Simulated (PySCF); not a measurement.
Mapped SMILES: `[CH3:1][S:2][B:3]([OH:4])[OH:5]`; H(Xn) means a hydrogen on atom n.

PySCF 2.14 calculation with shielding tensors at HF/pcSseg-2 (GIAO) and PBE0-D3(BJ)/def2-SVP structure; a single conformation, relativity neglected, isolated molecule, equivalent nuclei averaged.

Referencing at the same level of theory: TMS for 13C, 1H; 33S against CS2; BF3·OEt2 for 11B; 17O vs H2O.

| atoms | nucleus | count | δ (ppm) |
| --- | --- | --- | --- |
| B3 | 11B | 1 | 32.2 |
| S2 | 33S | 1 | -145 |
| H(O4)/H(O5) | 1H | 2 | ? |
| H(C1) | 1H | 3 | 1.88 |
| C1 | 13C | 1 | ? |
| O4/O5 | 17O | 2 | 93.5 |

Problem. Fill in the missing shifts.

Solution. 
- C1: 11.2 ppm, methyl carbon bonded to S
- H(O4)/H(O5): 3.71 ppm, hydrogen on an oxygen bonded to B; exchangeable; this is the value without hydrogen bonding to other molecules

OH/NH shifts are gas-phase values; hydrogen bonding in solution moves them, usually downfield. Shifts are as computed, not scaled to solution data. Of 1211 compounds with measured shifts, 218 miss one by over three times the rms of a fit or turn the order of signals round; such compounds aren't used in these exercises. Experimental scales use liquid or dissolved standards, which lie at an offset from isolated H2O (liquid H2O: subtract about 36 ppm).
